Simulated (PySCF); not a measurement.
Cl3H3Si2, SMILES [SiH3][Si](Cl)(Cl)Cl.

Geometry: B3LYP-D3(BJ)/def2-SVP.

All values below come from PBE/def2-TZVP in PySCF.

Isolated molecule, no solvent.

Computed frontier levels, gap, dipole moment and polarisability:
```
Item                                                                                                            Value
---------------------------------------------------------------------------------------------  ----------------------
highest occupied level                                                                                       -7.42 eV
lowest empty level                                                                                           -1.54 eV
orbital gap                                                                                                   5.88 eV
dipole moment                                                                                               0.317 e·Å
quadrupole, principal values (traceless, Buckingham form, about the centre of nuclear charge)  -1.38, -1.38, 2.75 D·Å
mean static polarisability                                                                      92.0 bohr³ (13.63 Å³)
polarisability, principal values                                                               89.2, 89.2, 97.6 bohr³
```
